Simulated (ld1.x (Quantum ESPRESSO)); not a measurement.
# Transferability test, TM potential for tungsten (W)

```
Element                 : tungsten
Generator               : ld1.x (Quantum ESPRESSO) 7.5
Type                    : norm-conserving Troullier–Martins (Kleinman–Bylander form)
Functional              : BP86
Relativity              : scalar-relativistic
Frozen core             : [Xe] 4f14
Valence charge          : 6
Reference configuration : 5d4.5 6s1.5 6p0
Partial waves           : 6s (bound): rc 2.85 bohr; 6p (bound, empty): rc 3.30 bohr; 5d (bound): rc 1.65 bohr
Local potential         : the d channel
Core correction         : Bessel-smoothed model core inside 1.45 bohr
```

Energies are relative to the spin-unpolarised reference configuration 5d4.5 6s1.5 6p0; without spin polarisation the order of configurations can differ from experiment. Not all tests gave a result: 2 of 7 tests not solved or not reliable. Left out of the table: 5d4 6s0 6p2 (solver errors, printed error -9.9 eV); 5d4 6s0 6p1 (solver errors, printed error -2.7 eV).

```json
{"valence configuration": "5d4 6s2 6p0", "charge": "0", "ΔE all-electron (eV)": "-0.706", "error AE − PS (meV)": "-10"}
{"valence configuration": "5d4 6s0 6p0", "charge": "+2", "ΔE all-electron (eV)": "24.226", "error AE − PS (meV)": "-32"}
{"valence configuration": "5d5 6s0 6p0", "charge": "+1", "ΔE all-electron (eV)": "9.202", "error AE − PS (meV)": "-48"}
```

(1) What are ΔE and the potential's error for 5d2 6s0 6p0?

(2) What are ΔE and the potential's error for 5d4 6s1 6p0?

Levels in the configuration 5d2 6s0 6p0:

```csv
level,all-electron (eV),pseudo (eV)
5d,-43.590,-44.423
```

Note: ghost states, extra bound levels that the all-electron valence spectrum of the same l lacks: s at -42.3 eV, p at -6.3 eV. A true bound ghost makes a file unfit for plane-wave use.

## Answers

(1) ΔE = 87.053 eV all-electron; the error (AE − PS) is -740 meV.

(2) ΔE = 8.357 eV all-electron; the error (AE − PS) is -6.3 meV.

These tests converged, but a pseudo level misses the all-electron one widely, so the file describes the atom poorly there or has found another state: 5d2 6s0 6p0: empty 6s by 6.3 eV (a node warning on the way).
